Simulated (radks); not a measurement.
Species: the thallium ion Tl2+. Configuration: [Xe] 4f14 5d10 6s1. Method: Dirac Kohn-Sham, LDA (Slater exchange, Perdew-Wang correlation), spin-unpolarised, spherical densities, finite nucleus; Fermi nuclear charge, rms radius 5.4759 fm; computed with a radial shooting solver on a logarithmic mesh with Libxc functionals. Some entries of the table are withheld. Estimate them.

| orbital | occ. | eigenvalue (eV) | <r> (bohr) | r(max) (bohr) |
|---|---|---|---|---|
| 1s1/2 | 2 | -85383.56 | 0.01633 | 0.01004 |
| 2s1/2 | 2 | -15207.21 | 0.06812 | 0.05841 |
| 2p1/2 | 2 | -14608.62 | 0.05591 | 0.04280 |
| 2p3/2 | 4 | -12545.38 | 0.06470 | 0.05040 |
| 3s1/2 | 2 | -3642.842 | 0.1772 | 0.1644 |
| 3p1/2 | 2 | -3370.846 | 0.1675 | 0.1531 |
| 3p3/2 | 4 | -2912.272 | 0.1836 | 0.1685 |
| 3d3/2 | 4 | -2459.490 | 0.1595 | 0.1309 |
| 3d5/2 | 6 | -2361.462 | 0.1644 | 0.1351 |
| 4s1/2 | 2 | -826.2039 | 0.3918 | 0.3696 |
| 4p1/2 | 2 | -708.7932 | 0.3932 | 0.3672 |
| 4p3/2 | 4 | -597.0469 | 0.4278 | 0.3987 |
| 4d3/2 | 4 | -404.4480 | 0.4336 | 0.3903 |
| 4d5/2 | 6 | -383.5936 | 0.4447 | 0.3999 |
| 5s1/2 | 2 | -148.8630 | 0.8771 | 0.8082 |
| 4f5/2 | 6 | -134.6654 | 0.4645 | (1) |
| 4f7/2 | 8 | -130.0617 | 0.4711 | (2) |
| 5p1/2 | 2 | -109.2468 | 0.9403 | 0.8489 |
| 5p3/2 | 4 | -88.8034 | 1.035 | 0.9277 |
| 5d3/2 | 4 | (3) | 1.336 | 1.095 |
| 5d5/2 | 6 | (4) | 1.386 | 1.130 |
| 6s1/2 | 1 | (5) | 2.262 | 1.997 |

Answer. 
(1) 4f5/2 r(max) (bohr): 0.3552
(2) 4f7/2 r(max) (bohr): 0.3597
(3) 5d3/2 eigenvalue (eV): -34.7869
(4) 5d5/2 eigenvalue (eV): -32.5167
(5) 6s1/2 eigenvalue (eV): -25.7981
